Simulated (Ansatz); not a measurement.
`[CH3][Zn][O][AlH][NH2]`, one more setting.

```yaml
crystal:
  periodic: [false, false, false]
  atoms:
    - {symbol: C, position_ang: [-2.026525, -1.918470, 1.702673]}
    - {symbol: Zn, position_ang: [-0.787598, -0.795926, 0.763089]}
    - {symbol: O, position_ang: [0.333682, 0.234461, -0.116027]}
    - {symbol: Al, position_ang: [1.621572, 1.172544, -0.624523]}
    - {symbol: N, position_ang: [1.595864, 1.941082, -2.216554]}
    - {symbol: H, position_ang: [-2.232887, -2.825884, 1.131657]}
    - {symbol: H, position_ang: [-2.970592, -1.395665, 1.868390]}
    - {symbol: H, position_ang: [-1.621054, -2.209377, 2.673713]}
    - {symbol: H, position_ang: [2.897496, 1.409599, 0.281126]}
    - {symbol: H, position_ang: [0.849262, 1.872087, -2.888163]}
    - {symbol: H, position_ang: [2.340779, 2.515549, -2.575382]}
basis:
  gaussian: {orbitals: x2c-TZVPPall, nuclear_model: gaussian, point_charges: [{charge: 1.00, position_ang: [7.533, -0.874, -0.078]}]}
hamiltonian: {xc: {name: wPBEh}}
scf: {lower_state_search: light}
output: {forces: true}
```

```sh
$ ansatz run in.yaml --threads 4 --pin off --events-out ev --progress --plain --max-ram 10444MiB
```

Shortened log:

```
Functional definition: wPBEh
1711 factors; their error is unknown
130 factors; integrals over basis functions are off by at most 6.9e-7 eV
mean field evaluation 1: about -60121.4674 eV, gradient 1.1e2 eV
mean field evaluation 2: about -60048.6849 eV, gradient 2.2e2 eV
mean field evaluation 4: about -60142.5953 eV, gradient 2.2e1 eV
mean field evaluation 8: about -60143.5318 eV, gradient 2.8e-1 eV
mean field evaluation 16: about -60143.7440 eV, gradient 4.3e-4 eV
mean field -60143.74404946 eV, -2210.2418269237 hartree, gradient 2.0e-5 eV, S^2 0.000000; 0 other end points of the search recorded, 0 dependent functions left out
reference -60143.74410341 eV, -2210.2418289065 hartree; 35, 35 occupied and 248, 248 virtual orbitals, 1711 factors
Total energy: -60143.74410341 eV, -2210.2418289065 hartree
Relativity: scalar
Atom 0 at    -2.026525    -1.918470     1.702673 Å, force     0.126716     0.072155    -0.068729 eV/Å
Atom 1 at    -0.787598    -0.795926     0.763089 Å, force    -0.168525    -0.047101     0.053776 eV/Å
Atom 2 at     0.333682     0.234461    -0.116027 Å, force     0.198259    -0.037108     0.070128 eV/Å
Atom 3 at     1.621572     1.172544    -0.624523 Å, force    -0.482311     0.015390    -0.084880 eV/Å
Atom 4 at     1.595864     1.941082    -2.216554 Å, force     0.209415    -0.092035     0.105454 eV/Å
Atom 5 at    -2.232887    -2.825884     1.131657 Å, force     0.020189     0.048885     0.006246 eV/Å
Atom 6 at    -2.970592    -1.395665     1.868390 Å, force     0.062064     0.004978    -0.026921 eV/Å
Atom 7 at    -1.621054    -2.209377     2.673713 Å, force    -0.006402     0.022084    -0.039341 eV/Å
Atom 8 at     2.897496     1.409599     0.281126 Å, force     0.154100    -0.065768    -0.017580 eV/Å
Atom 9 at     0.849262     1.872087    -2.888163 Å, force     0.021082     0.019251     0.021758 eV/Å
Atom 10 at     2.340779     2.515549    -2.575382 Å, force    -0.089033     0.028427    -0.026931 eV/Å
Dipole moment:    -0.455515    -0.119120    -0.019016 e Å
```

Run time 6 s (4 threads of an AMD EPYC 7B13 on a shared host); peak host memory 0.98 GiB.
